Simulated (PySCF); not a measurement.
# Two-component Hartree-Fock for Xe⁴⁺ (xenon, charge +4)

Start: [Kr] 4d10 5s2 5p2; 5p1/2 filled at m_j = -1/2, +1/2. Calculated with PySCF 2.14 in x2c-SVPall-2c (6s8p4d, 50 functions): generalised Hartree-Fock with the X2C-1e Hamiltonian and a Gaussian nucleus; one run each with spin-orbit coupling (SO) switched off, then screened by Boettger's factors.

```
spinor shell  electrons  ε, spin-free (eV)  ε, screened SO (eV)  weight of nominal j (screened SO)  rms radius, screened SO (bohr)
       1s1/2          2           -34771.2             -34767.0                              1.000                          0.0305
       2s1/2          2            -5553.4              -5552.0                              1.000                           0.124
       2p1/2          2            -4982.5              -5208.7                              1.000                           0.107
       2p3/2          4            -4982.5              -4880.5                              1.000                           0.112
       3s1/2          2            -1217.8              -1217.2                              1.000                           0.326
       3p1/2          2            -1028.7              -1072.8                              1.000                           0.318
       3d3/2          4            -748.56              -756.08                              1.000                           0.303
       3d5/2          6            -748.56              -742.86                              1.000                           0.305
       4s1/2          2            -276.67              -276.33                              1.000                           0.761
       4p1/2          2            -213.95              -222.89                              1.000                           0.796
       4p3/2          4            -213.95              -209.47                              1.000                           0.822
       4d3/2          4            -119.51              -120.58                              1.000                           0.941
       4d5/2          6            -119.51              -118.33                              1.000                           0.942
       5s1/2          2            -66.929              -66.787                              1.000                            1.84
       5p1/2          2            -53.850              -53.639                              1.000                            2.04
```

Where does 3p3/2 lie, and what is the 3p spin-orbit splitting (screened SO)?

At -1008.4 eV, 64.414 eV above 3p1/2.

```csv
quantity,spin-free,screened SO
E (hartree),-7437.73982,-7440.13888
M_J,0,0
⟨J²⟩,2.005,0.000
⟨L²⟩,2.003,1.351
⟨S²⟩,2.001,1.351
```

Breit and QED terms are absent; they matter most for the inner s and p1/2 levels.

Densities and radii are taken from the X2C orbitals without a picture-change correction, which distorts them close to the nucleus.

Without spin-orbit coupling the j labels of p, d and f shells carry no meaning; the spin-free column gives the mean over the occupied spinors of each nl shell.
